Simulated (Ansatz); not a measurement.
Species: sum formula PNH (charge +1, singlet). It need not be the lowest isomer of its formula. 
Geometry from a B3LYP-D3(BJ)/def2-TZVP (Ansatz, a program for electronic structure) optimisation:
```
N
H 1 1.0147
P 1 1.4549 2 180.00
```
Charge +1, spin multiplicity 1.

Quantity: vertical electron affinity (to the doublet state of charge +0; a negative value means that the extra electron is unbound and the number depends on the basis; each state is the SCF solution reached for its spin; for the singlet the Hartree-Fock reference is unstable and T1 is 0.019), in eV. Correlated levels leave the core frozen unless marked. UHF or UKS for open shells. No spin-orbit coupling. No relativistic terms. CBS marks a two-point X^-3 extrapolation of the correlation energy; Hartree-Fock from the larger set.

```json
[
 {"level": "SVWN5/def2-TZVPD", "program": "Ansatz", "vertical electron affinity (eV)": "7.01"},
 {"level": "PBE/def2-TZVPD", "program": "Ansatz", "vertical electron affinity (eV)": "6.97"},
 {"level": "r2SCAN/def2-TZVPD", "program": "Ansatz", "vertical electron affinity (eV)": "___"},
 {"level": "B3LYP/def2-TZVPD", "program": "Ansatz", "vertical electron affinity (eV)": "7.07"},
 {"level": "PBE0/def2-TZVPD", "program": "Ansatz", "vertical electron affinity (eV)": "7.10"},
 {"level": "BHLYP/def2-TZVPD", "program": "Ansatz", "vertical electron affinity (eV)": "7.07"},
 {"level": "CAM-B3LYP/def2-TZVPD", "program": "Ansatz", "vertical electron affinity (eV)": "___"},
 {"level": "wB97X-V/def2-TZVPD", "program": "Ansatz", "vertical electron affinity (eV)": "7.01"},
 {"level": "CCSD/aug-cc-pV(D+d)Z", "program": "Ansatz", "vertical electron affinity (eV)": "6.61"},
 {"level": "CCSD/def2-SVPD", "program": "Ansatz", "vertical electron affinity (eV)": "___"},
 {"level": "CCSD/aug-cc-pV(T+d)Z", "program": "Ansatz", "vertical electron affinity (eV)": "6.84"},
 {"level": "CCSD/def2-TZVPPD", "program": "Ansatz", "vertical electron affinity (eV)": "___"},
 {"level": "CCSD/aug-cc-pV(Q+d)Z", "program": "Ansatz", "vertical electron affinity (eV)": "6.88"},
 {"level": "CCSD/def2-QZVPPD", "program": "Ansatz", "vertical electron affinity (eV)": "6.87"},
 {"level": "CCSD(T)/CBS(aug-cc-pV(T+d)Z,aug-cc-pV(Q+d)Z)", "program": "Ansatz", "vertical electron affinity (eV)": "6.88"}
]
```

Problem. Fill in the missing entries.

Solution. 
- r2SCAN/def2-TZVPD, vertical electron affinity (eV): 7.08
- CAM-B3LYP/def2-TZVPD, vertical electron affinity (eV): 7.12
- CCSD/def2-SVPD, vertical electron affinity (eV): 6.53
- CCSD/def2-TZVPPD, vertical electron affinity (eV): 6.80
